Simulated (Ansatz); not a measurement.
Ansatz (a program for electronic structure) input (B3LYP/STO-3G):

Ansatz 0.2 input:
```yaml
crystal:
  periodic: [false, false, false]
  atoms:
    - {symbol: Ga, position_ang: [-0.00000000, -0.00000000, -1.27263600]}
    - {symbol: Br, position_ang: [0.00000000, 0.00000000, 1.12719200]}
basis:
  gaussian:
    orbitals: STO-3G
hamiltonian:
  xc: {name: B3LYP}
output: {forces: true}
```

Output:

```
Functional definition: B3LYP
integrals: 0.01 GiB planned
350 factors; integrals over basis functions are off by at most 1.5e-5 eV
mean field: 0.10 GiB planned
mean field evaluation 1: about -120730.4890 eV, gradient 6.6e1 eV
mean field evaluation 2: about -120873.0234 eV, gradient 6.7e1 eV
mean field evaluation 4: about -121034.9757 eV, gradient 2.6e1 eV
mean field evaluation 8: about -121033.5014 eV, gradient 3.4e1 eV
mean field evaluation 16: about -121040.9982 eV, gradient 6.6e-1 eV
mean field evaluation 32: about -121041.0349 eV, gradient 3.1e-2 eV
mean field evaluation 64: about -121041.0377 eV, gradient 1.2e-1 eV
mean field evaluation 96: about -121032.5390 eV, gradient 3.9e1 eV
mean field evaluation 128: about -121041.0011 eV, gradient 6.1e-3 eV
mean field evaluation 160: about -121041.0070 eV, gradient 4.5e-1 eV
mean field evaluation 192: about -121041.0357 eV, gradient 1.0e-2 eV
mean field evaluation 224: about -121041.0133 eV, gradient 4.4e-1 eV
mean field evaluation 256: about -121041.0367 eV, gradient 3.7e-2 eV
mean field evaluation 288: about -121032.9908 eV, gradient 5.0e1 eV
mean field evaluation 320: about -121041.0367 eV, gradient 4.9e-2 eV
mean field evaluation 352: about -121038.3419 eV, gradient 1.6e1 eV
mean field -121041.03783026 eV, -4448.1760957000 hartree, gradient 3.6e-8 eV, S^2 0.000000; 14 other end points of the search recorded, 0 dependent functions left out
the calculation of the forces begins
reference -121041.03796506 eV, -4448.1761006537 hartree; 33, 33 occupied and 3, 3 virtual orbitals, 350 factors
Total energy: -121041.03796506 eV, -4448.1761006537 hartree
Atom 0 at    -0.000000    -0.000000    -1.272636 Å, force    -0.000000    -0.000000     2.531293 eV/Å
Atom 1 at     0.000000     0.000000     1.127192 Å, force     0.000000     0.000000    -2.531293 eV/Å
Dipole moment:     0.000000    -0.000000    -0.036245 e Å
```

The geometry given is a B3LYP-D3(BJ)/def2-TZVP minimum.
